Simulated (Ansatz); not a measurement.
The same molecule with X = O, S, Se, Te. Ansatz, PBE0-D4/def2-TZVP geometries, multiplicity 1. Each molecule was computed in one conformer, which needn't be the lowest.

Elements past krypton have def2 core potentials. Scalar relativity is left out up to krypton.

```
 X             molecule  mean X–H bond length / Å  mean X–Si bond length / Å  HOMO–LUMO gap (PBE/def2-TZVPP) / eV  zero-point energy (PBE0-D4/def2-TZVP) / kJ/mol  HOMO–LUMO gap (PBE0/def2-TZVPP) / eV
 O      `O[SiH2][SiH3]`                     0.958                      1.654                                 5.30                                           145.6                                  7.39
 S      `[SiH3][SiH2]S`                     1.344                      2.143                                 5.03                                           134.0                                  7.10
Te  `[SiH3][SiH2][TeH]`                     1.658                      2.500                                 3.92                                           127.2                                  5.73
```

Question: Give the row for X = Se, `[SiH3][SiH2][SeH]`. (An estimate is asked.)

Answer: Ansatz gave: 
```tsv
X	molecule	mean X–H bond length / Å	mean X–Si bond length / Å	HOMO–LUMO gap (PBE/def2-TZVPP) / eV	zero-point energy (PBE0-D4/def2-TZVP) / kJ/mol	HOMO–LUMO gap (PBE0/def2-TZVPP) / eV
Se	`[SiH3][SiH2][SeH]`	1.469	2.288	4.51	131.0	6.45
```

From O to Te the mean X–H bond length rises at each step, by 0.700 Å in all; the mean X–Si bond length rises at each step, by 0.846 Å in all; the HOMO–LUMO gap (PBE/def2-TZVPP) falls at each step, by 1.38 eV in all; the zero-point energy (PBE0-D4/def2-TZVP) falls at each step, by 18.4 kJ/mol in all; the HOMO–LUMO gap (PBE0/def2-TZVPP) falls at each step, by 1.66 eV in all. Bonds lengthen as the atom grows down the group.

Spin–orbit coupling is left out; it splits and shifts lone-pair levels of the heavy atoms by tenths of an eV.
